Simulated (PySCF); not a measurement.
Computed shifts of a molecule C₂H₉NSi₃, HF/pcSseg-1 (PySCF), GIAO, gas phase, atoms alike by connectivity averaged where their shifts nearly agree, in ppm (number of nuclei): ¹⁵N: 310.4 (1). ¹³C: 132.0 (1), -12.4 (1). ²⁹Si: -51.1 (1), -51.6 (1), -93.7 (1). ¹H: 4.22 (3), 4.08 (1), 3.95 (1), 3.80 (3), 0.82 (1). References: ¹⁵N against NH3 (σ = 267.3 ppm); ¹³C against TMS (σ = 192.6 ppm); ²⁹Si against TMS (σ = 393.8 ppm); ¹H against TMS (σ = 31.99 ppm), references at their B3LYP-D3(BJ)/def2-TZVP geometries, non-relativistic. Geometry: ωB97X-D3(BJ)/def2-SVP. Other conformers were not sampled.

Task: Identify the compound among the candidates.
A) [SiH3]C1=NC[SiH2][SiH2]1
B) C#C[SiH2]N[SiH2][SiH3]
C) CC1=N[Si@H]([SiH3])[SiH2]1
D) N#C[C@H]([SiH3])[SiH2][SiH3]

Result: D, N#C[C@H]([SiH3])[SiH2][SiH3]
